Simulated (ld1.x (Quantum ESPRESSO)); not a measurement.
**Reading a pseudo-wave (S (Z = 16))**

Columns: radius, all-electron u(r) and pseudo u(r) of the 3s shell (level -17.48 eV) of sulfur in the configuration [Ne] 3s1.5 3p4.5; PBE, non-relativistic, TM scheme, ld1.x (Quantum ESPRESSO) 7.5.

| r (bohr) | all-electron | pseudo |
| --- | --- | --- |
| 0.072 | 0.1913 | 0.0252 |
| 0.145 | -0.0580 | 0.0517 |
| 0.217 | -0.2851 | 0.0796 |
| 0.290 | -0.3966 | 0.1107 |
| 0.362 | -0.3966 | 0.1451 |
| 0.435 | -0.3180 | 0.1848 |
| 0.507 | -0.1943 | 0.2295 |
| 0.580 | -0.0471 | 0.2813 |
| 0.652 | 0.1026 | 0.3388 |
| 0.725 | 0.2479 | 0.4033 |
| 0.798 | 0.3797 | 0.4725 |
| 0.870 | 0.4933 | 0.5429 |
| 0.942 | 0.5894 | 0.6121 |
| 1.015 | 0.6693 | 0.6775 |
| 1.088 | 0.7324 | 0.7341 |
| 1.160 | 0.7792 | 0.7790 |
| 1.232 | 0.8119 | 0.8116 |
| 1.305 | 0.8325 | 0.8324 |
| 1.378 | 0.8419 | 0.8419 |
| 1.450 | 0.8420 | 0.8420 |
| 1.522 | 0.8344 | 0.8344 |
| 1.595 | 0.8202 | 0.8202 |
| 1.668 | 0.8008 | 0.8008 |
| 1.740 | 0.7776 | 0.7776 |
| 1.812 | 0.7514 | 0.7514 |
| 1.885 | 0.7226 | 0.7226 |

Question: How many radial nodes do the two functions have?

Answer: The all-electron 3s function has n − l − 1 = 2; the pseudo-wave has 0, since the states of the same l below it are removed with the core.

Question: At about which radius was the pseudo-wave matched?

Answer: 1.45 bohr. The columns agree to 0.0005 from 1.16 bohr on; several derivatives are matched, so the curves merge somewhat inside the radius.

Question: Where does each function peak?

Answer: Outermost all-electron maximum near 1.45 bohr, pseudo maximum near 1.45 bohr (to the table’s step).

Question: Is the pseudo-wave norm-conserving?

Answer: Yes: the TM scheme keeps the norm inside the radius equal to the all-electron one, which fixes the energy derivative of the logarithmic derivative at the level.
